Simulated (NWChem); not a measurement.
System: AlH₂O₂, doublet; SMILES [OH][Al][OH]

```xyz
5

Al     0.0000     0.0000    -0.8246
O     -1.5390     0.0000    -0.0413
H     -1.6545     0.0000     0.9245
O      1.5390     0.0000    -0.0413
H      1.6545     0.0000     0.9245
```
Atoms are numbered in this order, from 1.

Level: PBE-D3(BJ)/def2-SVP, spin-unrestricted (NWChem), optimised geometry, unscaled harmonic frequencies. In the optimisation the excess spin sits in a1 (C2v, its own frame). This spin state was assumed; another may lie lower.

List the harmonic frequencies with IR intensities, and the thermochemistry.


```tsv
frequency (cm⁻¹)	IR intensity (km/mol)
151	0.0
201	21.5
285	265.2
443	260.4
540	0.0
756	51.6
877	81.7
3759	4.2
3761	49.1
```

| Quantity | Value |
|---|---|
| zero-point energy | 15.4 kcal/mol |
| thermal correction to the enthalpy at 298.15 K (with zero-point energy) | 19.2 kcal/mol |
| heat capacity Cv | 15.2 cal/(mol K) |
| entropy at 298.15 K and 1 atm (symmetry number 2, electronic part: spin degeneracy alone) | 69.3 cal/(mol K) |
| dipole moment | 2.17 D |

Rigid rotor and harmonic oscillator.
